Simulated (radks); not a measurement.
Results of a calculation; reference values are marked as such.
Task: Mean orbital radii <r> (bohr) of neutral rhodium, [Kr] 4d8 5s1, of relativity; Dirac values are averaged over j with weights 2j + 1. Spin-unpolarised spherical Kohn-Sham, PBE, point nucleus unless stated (finite: rms radius 4.4945 fm), a radial shooting solver on a logarithmic mesh with Libxc functionals. A level marked "c x" has the speed of light scaled by that factor and shares open shells by 2j + 1; other Dirac levels either fill j = l - 1/2 first or share by 2j + 1.

| shell | non-rel. |
|---|---|
| 1s | 0.03385 |
| 2s | 0.1473 |
| 2p | 0.1260 |
| 3s | 0.4030 |
| 3p | 0.3959 |
| 3d | 0.3700 |
| 4s | 1.010 |
| 4p | 1.095 |
| 4d | 1.570 |
| 5s | 3.463 |

Give the values at the level "Dirac, low j first".

Result: 
shell  Dirac, low j first  change of magnitude (%)
1s                0.03263                    -3.62
2s                 0.1416                    -3.87
2p                 0.1235                    -1.91
3s                 0.3904                    -3.12
3p                 0.3902                    -1.43
3d                 0.3704                    +0.13
4s                 0.9805                    -2.93
4p                  1.082                    -1.18
4d                  1.594                    +1.51
5s                  3.309                    -4.47
